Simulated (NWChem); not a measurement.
SnH$_{2}$S, singlet; SMILES [SH][SnH]

Results from NWChem. Low-valent species are run as closed-shell singlets; no triplet was tried in these runs. def2 effective core potentials on Sn; no spin-orbit coupling. Each level has its own optimisation; frequencies are unscaled.

For level BLYP/def2-SVP (core potentials):

| Property | Value |
|---|---|
| highest harmonic frequency (cm⁻¹) | 2565 |

What are these values for level B3LYP/3-21G (all-electron, non-relativistic)?


- highest harmonic frequency (cm⁻¹): 2462
